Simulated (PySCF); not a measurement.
Core-level binding energies of trimethylamine

Compound: trimethylamine, C₃H₉N.
Atom-mapped SMILES: `[CH3:1][N:2]([CH3:3])[CH3:4]`

Theory: PySCF, delta-SCF UKS SCAN, pcX-2 on the ionised atom, pcseg-1 elsewhere, spin-free X2C. These are vertical core ionisation energies against the vacuum level, from separate self-consistent calculations with and without the core hole.

**Question.** Give the core binding energies atom by atom.

**Answer.** 
| atom(s) | environment | level | binding energy (eV) | count |
| --- | --- | --- | --- | --- |
| C1/C3/C4 | N-methyl carbon | C 1s | 291.20 | 3 |
| N2 | tertiary amine nitrogen | N 1s | 404.65 | 1 |

**Question.** Which photon wavelength matches the N 1s of N2 (atom 2) threshold?

**Answer.** λ = hc/E = 12398.42 eV Å / 404.65 eV = 30.640 Å.

The first atom of each set that the bonding makes equivalent was ionised and stands for the set. Geometry: GFN2-xTB; no solvent, vibrations or thermal averaging.

---

Gas-phase XPS of (MgSe)2 ring, computed

Compound: (MgSe)2 ring, Mg2Se2.
Z-matrix (Å and degrees, PBE0-D3(BJ)/def2-SVP geometry), rows numbered from 1:
```
Mg
Se  1  2.4591
Mg  2  2.4605  1   66.96
Se  3  2.4593  2  113.03  1     0.01
```

Computed with delta-SCF UKS SCAN, pcX-2 on the ionised atom, pcseg-1 elsewhere, spin-free X2C in PySCF. Vertical ΔSCF values, vacuum level as zero.

**Question.** List the computed XPS lines with their assignment.

**Answer.** 
```csv
atom(s),environment,level,binding energy (eV),count
Mg1/Mg3,magnesium bonded to 2 Se,Mg 1s,1311.27,2
```

**Question.** What is the longest wavelength that can ionise Mg 1s of Mg1/Mg3 vertically?

**Answer.** λ = hc/E = 12398.42 eV Å / 1311.27 eV = 9.455 Å.

Atoms equivalent by their bonding share one computed value, that of the first of them. No level of selenium is listed. Isolated species at its PBE0-D3(BJ)/def2-SVP geometry, gas phase.
